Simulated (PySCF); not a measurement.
# Correlation energy of Mg⁺ (magnesium, charge +1)

[Ne] 3s1, 2S determinant. All numbers are calculated (PySCF 2.14, the spin-free X2C one-electron Hamiltonian (Gaussian nucleus), in ANO-RCC-VTZP (5s4p2d1f, 34 functions)). Frozen: 1s2; 9 electrons correlated.

```csv
level,correlation energy (mhartree)
CCSD,-241.79
(T),-0.92
CCSD(T),-242.71
CCSDT,-242.72
```

Diagnostics: T1 = 0.0033, D1 = 0.0092, largest double amplitude 0.022.

Cost of the coupled-cluster step: of the order of 0.7 core-seconds, for 9 correlated electrons.
